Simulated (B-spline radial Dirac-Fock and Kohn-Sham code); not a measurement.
How the settings move the core levels of Mo³⁺

ΔSCF core binding energies without Breit or QED terms, calculated with a radial B-spline solver. Keys: rel is the Hamiltonian (dirac, or spin-free x2c and nr, where L3 and M5 stand for the whole 2p and 3d shells), method is hf or an exchange,correlation pair (spin-unpolarised, also for the hole states), nuc the nuclear model, radius_factor scales its radius, rmax is the box in bohr, h the logarithmic mesh step, order the B-spline order, points the quadrature points per cell, c_factor scales the speed of light, and damp, ndamp, maxit and tol steer the iteration. The run stops when the commutator error falls below 10·tol·max(1, Z/10), or the numerical noise floor, and the energy has settled to about 1e-8 Ha; the virial ratio is −V/T.

Base input:

```json
{"items": [{"Z": 42, "q": 3, "cfg": [[1, 0, 2], [2, 0, 2], [2, 1, 6], [3, 0, 2], [3, 1, 6], [3, 2, 10], [4, 0, 2], [4, 1, 6], [4, 2, 3]], "A": 98, "rrms": 4.4091, "do": "settings", "holes": ["K", "L3", "M5"],
  "settings": [{"rel": "dirac", "method": "hf", "nuc": "fermi", "radius_factor": 1.0, "rmax": 45.0, "h": 0.3, "order": 8, "points": 10, "c_factor": 1.0, "maxit": 60, "damp": 0.5, "ndamp": 3, "tol": 1e-08}]}]}
```

The ground state converged in 10 iterations, with total energy -4045.50391 Ha, virial ratio 1.96416 and highest orbital energy -38.86 eV. ΔSCF binding energies: K (1s) 20098.1 eV, L3 (2p3/2) 2569.7 eV, M5 (3d5/2) 271.3 eV.

Changes from the base run:

```csv
changed setting,Δ total energy (Ha),Δ K (eV),Δ L3 (eV),Δ M5 (eV),iterations
radius_factor = 0.8,-0.01972,+0.23,0.00,0.00,10
rmax = 80.0; order = 7; c_factor = 1.5,?,?,?,?,?
nuc = "gauss",-0.00013,0.00,0.00,0.00,10
radius_factor = 0.8; h = 0.18; c_factor = 1.5,+40.70370,-279.98,+2.74,+2.93,10
tol = 1e-06,0.00000,0.00,0.00,0.00,8
h = 0.18,-0.00001,0.00,0.00,0.00,10
c_factor = 1.5,+40.71811,-280.15,+2.74,+2.93,10
```

**Question.** What does the change rmax = 80.0; order = 7; c_factor = 1.5 do?

**Answer.** The total energy moves by +40.71813 Ha and the binding energies by K -280.15 eV, L3 +2.74 eV, M5 +2.93 eV; the run takes 10 iterations.
